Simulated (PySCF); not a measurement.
## Correlation energy of Ge(17+) (germanium, charge +17)

[Ne] 3s2 3p3, high-spin 4S determinant. Computed with PySCF 2.14 in an even-tempered Gaussian basis (17 s from 1.5 bohr⁻², ratio 2.5; 11 p from 2 bohr⁻², ratio 2.5; 5 d from 9.5 bohr⁻², ratio 2.7; 4 f from 14 bohr⁻², ratio 2.7), with no relativity, point nucleus. Frozen: 1s2; 13 electrons correlated; the 18 highest virtual orbitals of each spin left out.

```
  level  correlation energy (mhartree)
   CCSD                        -487.56
    (T)                          -2.05
CCSD(T)                        -489.61
```

Diagnostics: T1 = 0.00089, D1 = 0.0029, largest double amplitude 0.035.

Spin-orbit coupling is strong in this species (close to jj coupling), so the high-spin LS determinant is a model state, not a physical level.

Cost of the coupled-cluster step: of the order of 40 core-seconds, for 13 correlated electrons.

At this charge a non-relativistic calculation is a model, useful for the Z dependence of the correlation energy.

Spin-orbit coupling is strong in this species, so the high-spin LS determinant is a model state.
